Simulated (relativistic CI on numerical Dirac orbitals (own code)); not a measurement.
Yb4+: M4,5 absorption edge

Computed with this model: Dirac-Coulomb-Breit CI, KLI orbitals optimised for each configuration, QED by a radiative potential, valence Slater integrals scaled by 0.8, multiplet model of core-to-valence dipole absorption; configurations [Xe] 4f12 → [Ar] 3d9 4s2 4p6 4d10 4f13 5s2 5p6; 10 K; Lorentzian 0.6 eV and Gaussian 0.4 eV FWHM. Energies are those of the free ion, without screening or charge transfer. The branching ratio is the share of the lower-energy edge in the whole absorption, uncertain by about 0.02 where the edges overlap. S is read from ⟨S²⟩ = S(S + 1).

Field parameters in Wybourne normalisation. The field is a parameter set, without covalency.

free ion: ground-state S = 0.99, centroid 1527.50 eV, branching ratio 0.967. Peaks (eV, height): 1523.9 (30), 1526.1 (100), 1528.7 (14).

D3d, B20 = -1890, B40 = 1010, B43 = -2220, B60 = 640, B63 = 720, B66 = 510 cm⁻¹: ground-state S = 0.99, centroid 1527.56 eV, branching ratio 0.966. Peaks (eV, height): 1523.9 (30), 1526.1 (100), 1528.8 (14).

The statistical ratio of this edge is 3/5 = 0.600. Values above it arise where the holes sit mainly in the j = l + 1/2 valence subshell or the ground state has high spin; values below it where core-valence Coulomb terms move weight to the upper edge, as in nearly empty shells.

Strongest unbroadened transitions for D3d, B20 = -1890, B40 = 1010, B43 = -2220, B60 = 640, B63 = 720, B66 = 510 cm⁻¹:

| Energy (eV) | Relative strength |
| --- | --- |
| 1523.74 | 1.1 |
| 1523.86 | 19.1 |
| 1523.90 | 1.0 |
| 1523.94 | 1.4 |
| 1523.96 | 2.0 |
| 1523.99 | 4.5 |
| 1524.00 | 0.9 |
| 1524.01 | 1.2 |
| 1526.14 | 100.0 |
| 1526.15 | 1.2 |
| 1526.16 | 6.5 |
| 1526.18 | 1.3 |
| 1526.20 | 3.0 |
| 1528.73 | 9.1 |
| 1528.85 | 1.0 |
| 1528.87 | 3.0 |
| 1574.46 | 3.5 |
| 1574.60 | 1.1 |
